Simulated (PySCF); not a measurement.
**Spinor energies of O²⁺ (oxygen, charge +2)**

Start: [He] 2s2 2p2; 2p1/2 filled at m_j = -1/2, +1/2. Calculated with PySCF 2.14 in x2c-TZVPPall-2c (5s3p2d1f, 31 functions): generalised Hartree-Fock with the X2C-1e Hamiltonian and a Gaussian nucleus; one run each with spin-orbit coupling (SO) switched off, then screened by Boettger's factors.

```
spinor shell  electrons  ε, spin-free (eV)  ε, screened SO (eV)  weight of nominal j (screened SO)  rms radius, screened SO (bohr)
       1s1/2          2            -606.08              -606.08                              1.000                           0.230
       2s1/2          2            -67.565              -67.562                              1.000                            1.13
       2p1/2          2            -55.706              -55.712                              0.504                            1.09
```

```csv
quantity,spin-free,screened SO
E (hartree),-73.15309,-73.15367
M_J,0,0
⟨J²⟩,2.005,1.986
⟨L²⟩,2.002,2.002
⟨S²⟩,2.003,2.003
```

The determinant has a definite M_J but mixes levels of different J.

Each row is a mean over spinors that exchange with the open shell spreads, by up to 10.364 eV (2s1/2).

Rows whose weight is well below 1 are mixtures of j = l ± 1/2: exchange outweighs spin-orbit coupling there, and the label is only the starting occupation.

Without spin-orbit coupling the j labels of p, d and f shells carry no meaning; the spin-free column gives the mean over the occupied spinors of each nl shell.
